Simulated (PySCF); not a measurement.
# Excitation energy of Mo by level of theory

Mo [Kr] 4d5 5s1 (7S) → Mo [Kr] 4d4 5s2 (5D), as a difference of total energies. Calculation: PySCF 2.14, in aug-cc-pVTZ-DK (9s8p6d3f2g, 102 functions); scalar relativity by spin-free X2C-1e. Correlated levels: valence: [Kr] frozen. The calculations carry no spin-orbit coupling.

```
           method  excitation energy (cm⁻¹)
              UHF                     17587
    MP2 (valence)                     14420
SCS-MP2 (valence)                    8274.5
   CCSD (valence)                     13313
CCSD(T) (valence)                     12564
```

A first-order spin-orbit estimate (lowest level to lowest level, LS coupling) adds -0.135 eV.

The coupled-cluster amplitudes are large for the upper state (T1 above 0.03 or a double amplitude above 0.15), so a single reference is strained.
